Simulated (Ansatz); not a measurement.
A first, cheap relaxation of CH5NO2Sn (`[NH2][SnH]([OH])[CH]=O`).

```yaml
crystal:
  periodic: [false, false, false]
  atoms:
    - {symbol: N, position_ang: [-0.014500, -0.197800, 1.879400]}
    - {symbol: Sn, position_ang: [-0.554500, 0.280100, -0.086700]}
    - {symbol: O, position_ang: [0.364900, 1.929500, -0.663400]}
    - {symbol: C, position_ang: [0.107600, -1.317100, -1.335200]}
    - {symbol: O, position_ang: [-0.161500, -1.278500, -2.551200]}
    - {symbol: H, position_ang: [0.974800, -0.249000, 1.897000]}
    - {symbol: H, position_ang: [-0.263500, 0.699700, 2.433500]}
    - {symbol: H, position_ang: [-2.240400, 0.545900, -0.223700]}
    - {symbol: H, position_ang: [1.359900, 1.736800, -0.470200]}
    - {symbol: H, position_ang: [0.510300, -2.200700, -0.876400]}
basis:
  gaussian: {orbitals: def2-SVP}
hamiltonian: {xc: pbe, dispersion: d4}
relax: {f_tol: 0.03, max_steps: 200}
```

```sh
$ ansatz run in.yaml --threads 4 --pin off --events-out ev --progress --plain --max-ram 10444MiB
```

Shortened log:

```
Functional definition: PBE
mean field -12519.95272528 eV, -460.0997763253 hartree, gradient 2.2e-5 eV, S^2 0.000000; 0 other end points of the search recorded, 0 dependent functions left out
relax step   1: F+E_penalty+E_count = -12520.15221340 eV  Δ(F+E_penalty+E_count) = +0.000e0 eV  max|allowed force component| = 3.284e0 eV/Å  Δτ_max = 0.0000 Å  (31 SCF iters, accepted)
mean field -12520.14303070 eV, -460.1067699206 hartree, gradient 1.2e-5 eV, S^2 0.000000; 0 other end points of the search recorded, 0 dependent functions left out
relax step   2: F+E_penalty+E_count = -12520.33862158 eV  Δ(F+E_penalty+E_count) = -1.864e-1 eV  max|allowed force component| = 2.962e0 eV/Å  Δτ_max = 0.1950 Å  (37 SCF iters, accepted)
mean field -12520.31791062 eV, -460.1131966391 hartree, gradient 1.7e-5 eV, S^2 0.000000; 0 other end points of the search recorded, 0 dependent functions left out
relax step   3: F+E_penalty+E_count = -12520.51196058 eV  Δ(F+E_penalty+E_count) = -1.733e-1 eV  max|allowed force component| = 2.162e0 eV/Å  Δτ_max = 0.2000 Å  (31 SCF iters, accepted)
mean field -12520.25124134 eV, -460.1107465882 hartree, gradient 1.3e-5 eV, S^2 0.000000; 0 other end points of the search recorded, 0 dependent functions left out
relax step   4: F+E_penalty+E_count = -12520.44443647 eV  Δ(F+E_penalty+E_count) = +6.752e-2 eV  max|allowed force component| = 3.730e0 eV/Å  Δτ_max = 0.1939 Å  (37 SCF iters, rejected (line search))
mean field -12520.37414300 eV, -460.1152631408 hartree, gradient 1.1e-5 eV, S^2 0.000000; 0 other end points of the search recorded, 0 dependent functions left out
relax step   5: F+E_penalty+E_count = -12520.56815839 eV  Δ(F+E_penalty+E_count) = -5.620e-2 eV  max|allowed force component| = 1.710e0 eV/Å  Δτ_max = 0.0970 Å  (32 SCF iters, accepted)
mean field -12520.40046878 eV, -460.1162305953 hartree, gradient 1.2e-5 eV, S^2 0.000000; 0 other end points of the search recorded, 0 dependent functions left out
relax step   6: F+E_penalty+E_count = -12520.59397585 eV  Δ(F+E_penalty+E_count) = -2.582e-2 eV  max|allowed force component| = 8.691e-1 eV/Å  Δτ_max = 0.1000 Å  (32 SCF iters, accepted)
mean field -12520.41487919 eV, -460.1167601681 hartree, gradient 1.0e-5 eV, S^2 0.000000; 0 other end points of the search recorded, 0 dependent functions left out
relax step   7: F+E_penalty+E_count = -12520.60863612 eV  Δ(F+E_penalty+E_count) = -1.466e-2 eV  max|allowed force component| = 1.840e-1 eV/Å  Δτ_max = 0.1378 Å  (37 SCF iters, accepted)
mean field -12520.41698276 eV, -460.1168374728 hartree, gradient 1.1e-5 eV, S^2 0.000000; 0 other end points of the search recorded, 0 dependent functions left out
relax step   8: F+E_penalty+E_count = -12520.61093796 eV  Δ(F+E_penalty+E_count) = -2.302e-3 eV  max|allowed force component| = 2.934e-1 eV/Å  Δτ_max = 0.1361 Å  (30 SCF iters, accepted)
mean field -12520.40571660 eV, -460.1164234491 hartree, gradient 2.1e-5 eV, S^2 0.000000; 0 other end points of the search recorded, 0 dependent functions left out
relax step   9: F+E_penalty+E_count = -12520.59954974 eV  Δ(F+E_penalty+E_count) = +1.139e-2 eV  max|allowed force component| = 6.306e-1 eV/Å  Δτ_max = 0.0990 Å  (31 SCF iters, rejected (line search))
mean field -12520.42003945 eV, -460.1169498043 hartree, gradient 1.0e-5 eV, S^2 0.000000; 0 other end points of the search recorded, 0 dependent functions left out
relax step  10: F+E_penalty+E_count = -12520.61387756 eV  Δ(F+E_penalty+E_count) = -2.940e-3 eV  max|allowed force component| = 6.949e-2 eV/Å  Δτ_max = 0.0495 Å  (31 SCF iters, accepted)
mean field -12520.41878096 eV, -460.1169035557 hartree, gradient 8.9e-6 eV, S^2 0.000000; 0 other end points of the search recorded, 0 dependent functions left out
relax step  11: F+E_penalty+E_count = -12520.61263218 eV  Δ(F+E_penalty+E_count) = +1.245e-3 eV  max|allowed force component| = 6.473e-1 eV/Å  Δτ_max = 0.0970 Å  (31 SCF iters, rejected (line search))
mean field -12520.42192712 eV, -460.1170191749 hartree, gradient 1.0e-5 eV, S^2 0.000000; 0 other end points of the search recorded, 0 dependent functions left out
relax step  12: F+E_penalty+E_count = -12520.61585236 eV  Δ(F+E_penalty+E_count) = -1.975e-3 eV  max|allowed force component| = 3.609e-2 eV/Å  Δτ_max = 0.0484 Å  (31 SCF iters, accepted)
mean field -12520.42124607 eV, -460.1169941469 hartree, gradient 1.1e-5 eV, S^2 0.000000; 0 other end points of the search recorded, 0 dependent functions left out
relax step  13: F+E_penalty+E_count = -12520.61534941 eV  Δ(F+E_penalty+E_count) = +5.030e-4 eV  max|allowed force component| = 1.931e-1 eV/Å  Δτ_max = 0.0500 Å  (30 SCF iters, rejected (line search))
mean field -12520.42256804 eV, -460.1170427281 hartree, gradient 1.0e-5 eV, S^2 0.000000; 0 other end points of the search recorded, 0 dependent functions left out
relax step  14: F+E_penalty+E_count = -12520.61659300 eV  Δ(F+E_penalty+E_count) = -7.406e-4 eV  max|allowed force component| = 8.199e-2 eV/Å  Δτ_max = 0.0245 Å  (31 SCF iters, accepted)
mean field -12520.42294155 eV, -460.1170564544 hartree, gradient 1.0e-5 eV, S^2 0.000000; 0 other end points of the search recorded, 0 dependent functions left out
relax step  15: F+E_penalty+E_count = -12520.61710761 eV  Δ(F+E_penalty+E_count) = -5.146e-4 eV  max|allowed force component| = 9.502e-2 eV/Å  Δτ_max = 0.0250 Å  (32 SCF iters, accepted)
mean field -12520.42326972 eV, -460.1170685144 hartree, gradient 9.9e-6 eV, S^2 0.000000; 0 other end points of the search recorded, 0 dependent functions left out
relax step  16: F+E_penalty+E_count = -12520.61759984 eV  Δ(F+E_penalty+E_count) = -4.922e-4 eV  max|allowed force component| = 4.881e-2 eV/Å  Δτ_max = 0.0374 Å  (31 SCF iters, accepted)
mean field -12520.42339045 eV, -460.1170729512 hartree, gradient 1.0e-5 eV, S^2 0.000000; 0 other end points of the search recorded, 0 dependent functions left out
relax step  17: F+E_penalty+E_count = -12520.61786817 eV  Δ(F+E_penalty+E_count) = -2.683e-4 eV  max|allowed force component| = 7.337e-2 eV/Å  Δτ_max = 0.0346 Å  (30 SCF iters, accepted)
mean field -12520.42348412 eV, -460.1170763934 hartree, gradient 1.0e-5 eV, S^2 0.000000; 0 other end points of the search recorded, 0 dependent functions left out
relax step  18: F+E_penalty+E_count = -12520.61814257 eV  Δ(F+E_penalty+E_count) = -2.744e-4 eV  max|allowed force component| = 9.119e-2 eV/Å  Δτ_max = 0.0487 Å  (31 SCF iters, accepted)
mean field -12520.41785749 eV, -460.1168696186 hartree, gradient 1.2e-5 eV, S^2 0.000000; 0 other end points of the search recorded, 0 dependent functions left out
relax step  19: F+E_penalty+E_count = -12520.61297669 eV  Δ(F+E_penalty+E_count) = +5.166e-3 eV  max|allowed force component| = 3.385e-1 eV/Å  Δτ_max = 0.1117 Å  (29 SCF iters, rejected (line search))
mean field -12520.42384292 eV, -460.1170895793 hartree, gradient 1.0e-5 eV, S^2 0.000000; 0 other end points of the search recorded, 0 dependent functions left out
relax step  20: F+E_penalty+E_count = -12520.61860214 eV  Δ(F+E_penalty+E_count) = -4.596e-4 eV  max|allowed force component| = 7.038e-2 eV/Å  Δτ_max = 0.0178 Å  (32 SCF iters, accepted)
mean field -12520.42448096 eV, -460.1171130267 hartree, gradient 1.2e-5 eV, S^2 0.000000; 0 other end points of the search recorded, 0 dependent functions left out
relax step  21: F+E_penalty+E_count = -12520.61945397 eV  Δ(F+E_penalty+E_count) = -8.518e-4 eV  max|allowed force component| = 1.182e-1 eV/Å  Δτ_max = 0.0617 Å  (29 SCF iters, accepted)
mean field -12520.42464647 eV, -460.1171191092 hartree, gradient 1.0e-5 eV, S^2 0.000000; 0 other end points of the search recorded, 0 dependent functions left out
relax step  22: F+E_penalty+E_count = -12520.61974592 eV  Δ(F+E_penalty+E_count) = -2.919e-4 eV  max|allowed force component| = 2.210e-1 eV/Å  Δτ_max = 0.0412 Å  (30 SCF iters, accepted)
mean field -12520.42520217 eV, -460.1171395307 hartree, gradient 1.0e-5 eV, S^2 0.000000; 0 other end points of the search recorded, 0 dependent functions left out
relax step  23: F+E_penalty+E_count = -12520.62028060 eV  Δ(F+E_penalty+E_count) = -5.347e-4 eV  max|allowed force component| = 2.075e-1 eV/Å  Δτ_max = 0.0208 Å  (32 SCF iters, accepted)
mean field -12520.42543087 eV, -460.1171479353 hartree, gradient 1.9e-5 eV, S^2 0.000000; 0 other end points of the search recorded, 0 dependent functions left out
relax step  24: F+E_penalty+E_count = -12520.62066336 eV  Δ(F+E_penalty+E_count) = -3.828e-4 eV  max|allowed force component| = 3.310e-1 eV/Å  Δτ_max = 0.1120 Å  (30 SCF iters, accepted)
mean field -12520.41895815 eV, -460.1169100672 hartree, gradient 1.9e-5 eV, S^2 0.000000; 0 other end points of the search recorded, 0 dependent functions left out
relax step  25: F+E_penalty+E_count = -12520.61436953 eV  Δ(F+E_penalty+E_count) = +6.294e-3 eV  max|allowed force component| = 5.840e-1 eV/Å  Δτ_max = 0.0895 Å  (31 SCF iters, rejected (line search))
mean field -12520.42874279 eV, -460.1172696461 hartree, gradient 1.1e-5 eV, S^2 0.000000; 0 other end points of the search recorded, 0 dependent functions left out
relax step  26: F+E_penalty+E_count = -12520.62445144 eV  Δ(F+E_penalty+E_count) = -3.788e-3 eV  max|allowed force component| = 1.369e-1 eV/Å  Δτ_max = 0.0447 Å  (32 SCF iters, accepted)
mean field -12520.43272592 eV, -460.1174160233 hartree, gradient 2.5e-5 eV, S^2 0.000000; 0 other end points of the search recorded, 0 dependent functions left out
relax step  27: F+E_penalty+E_count = -12520.62922814 eV  Δ(F+E_penalty+E_count) = -4.777e-3 eV  max|allowed force component| = 5.725e-2 eV/Å  Δτ_max = 0.1000 Å  (30 SCF iters, accepted)
mean field -12520.43260943 eV, -460.1174117425 hartree, gradient 1.2e-5 eV, S^2 0.000000; 0 other end points of the search recorded, 0 dependent functions left out
relax step  28: F+E_penalty+E_count = -12520.63030909 eV  Δ(F+E_penalty+E_count) = -1.081e-3 eV  max|allowed force component| = 3.683e-1 eV/Å  Δτ_max = 0.1313 Å  (30 SCF iters, accepted)
mean field -12520.44356689 eV, -460.1178144219 hartree, gradient 1.0e-5 eV, S^2 0.000000; 0 other end points of the search recorded, 0 dependent functions left out
relax step  29: F+E_penalty+E_count = -12520.64168476 eV  Δ(F+E_penalty+E_count) = -1.138e-2 eV  max|allowed force component| = 1.351e-1 eV/Å  Δτ_max = 0.1738 Å  (32 SCF iters, accepted)
mean field -12520.44412311 eV, -460.1178348625 hartree, gradient 1.3e-5 eV, S^2 0.000000; 0 other end points of the search recorded, 0 dependent functions left out
relax step  30: F+E_penalty+E_count = -12520.64233373 eV  Δ(F+E_penalty+E_count) = -6.490e-4 eV  max|allowed force component| = 1.321e-1 eV/Å  Δτ_max = 0.0060 Å  (25 SCF iters, accepted)
mean field -12520.43031938 eV, -460.1173275848 hartree, gradient 1.1e-5 eV, S^2 0.000000; 0 other end points of the search recorded, 0 dependent functions left out
relax step  31: F+E_penalty+E_count = -12520.63103980 eV  Δ(F+E_penalty+E_count) = +1.129e-2 eV  max|allowed force component| = 7.985e-1 eV/Å  Δτ_max = 0.1948 Å  (38 SCF iters, rejected (line search))
mean field -12520.45069184 eV, -460.1180762587 hartree, gradient 1.7e-5 eV, S^2 0.000000; 0 other end points of the search recorded, 0 dependent functions left out
relax step  32: F+E_penalty+E_count = -12520.64987330 eV  Δ(F+E_penalty+E_count) = -7.540e-3 eV  max|allowed force component| = 1.035e-1 eV/Å  Δτ_max = 0.0974 Å  (31 SCF iters, accepted)
mean field -12520.44952341 eV, -460.1180333200 hartree, gradient 1.4e-5 eV, S^2 0.000000; 0 other end points of the search recorded, 0 dependent functions left out
relax step  33: F+E_penalty+E_count = -12520.64961495 eV  Δ(F+E_penalty+E_count) = +2.583e-4 eV  max|allowed force component| = 2.098e-1 eV/Å  Δτ_max = 0.0962 Å  (30 SCF iters, rejected (line search))
mean field -12520.45279940 eV, -460.1181537101 hartree, gradient 1.1e-5 eV, S^2 0.000000; 0 other end points of the search recorded, 0 dependent functions left out
relax step  34: F+E_penalty+E_count = -12520.65252039 eV  Δ(F+E_penalty+E_count) = -2.647e-3 eV  max|allowed force component| = 5.480e-2 eV/Å  Δτ_max = 0.0481 Å  (31 SCF iters, accepted)
mean field -12520.45367521 eV, -460.1181858958 hartree, gradient 1.1e-5 eV, S^2 0.000000; 0 other end points of the search recorded, 0 dependent functions left out
relax step  35: F+E_penalty+E_count = -12520.65397443 eV  Δ(F+E_penalty+E_count) = -1.454e-3 eV  max|allowed force component| = 5.209e-2 eV/Å  Δτ_max = 0.0500 Å  (32 SCF iters, accepted)
mean field -12520.45400888 eV, -460.1181981576 hartree, gradient 1.1e-5 eV, S^2 0.000000; 0 other end points of the search recorded, 0 dependent functions left out
relax step  36: F+E_penalty+E_count = -12520.65446446 eV  Δ(F+E_penalty+E_count) = -4.900e-4 eV  max|allowed force component| = 1.804e-2 eV/Å  Δτ_max = 0.0183 Å  (32 SCF iters, accepted)
mean field -12520.45400888 eV, -460.1181981576 hartree, gradient 1.1e-5 eV, S^2 0.000000; 1 other end points of the search recorded, 0 dependent functions left out
Total energy: -12520.65450428 eV, -460.1255662279 hartree
Atom 0 at     0.005492    -0.193365     2.002454 Å, force     0.001424    -0.000192     0.017597 eV/Å
Atom 1 at    -0.601029     0.306722     0.091573 Å, force    -0.003877     0.004172    -0.018040 eV/Å
Atom 2 at     0.423661     1.850779    -0.715975 Å, force     0.005189    -0.003903    -0.005009 eV/Å
Atom 3 at     0.124729    -1.257140    -1.359070 Å, force    -0.001537    -0.002863     0.001197 eV/Å
Atom 4 at     0.912297    -0.878692    -2.199038 Å, force    -0.000056     0.001732     0.000087 eV/Å
Atom 5 at     1.032301    -0.246328     2.060357 Å, force    -0.001502     0.003340     0.000051 eV/Å
Atom 6 at    -0.282636     0.530025     2.677012 Å, force     0.002767    -0.007216    -0.002218 eV/Å
Atom 7 at    -2.277343     0.729202     0.199116 Å, force     0.001196    -0.001806     0.000927 eV/Å
Atom 8 at     0.946228     1.450336    -1.444152 Å, force    -0.004986    -0.002571     0.003843 eV/Å
Atom 9 at    -0.200599    -2.342639    -1.309176 Å, force     0.001381     0.009306     0.001565 eV/Å
Dipole moment:    -0.116829    -0.317970     0.205988 e Å
```

Hardware: 4 threads of an Arm Neoverse V2 on a shared host. Wall time 35 s, peak host memory 0.16 GiB.
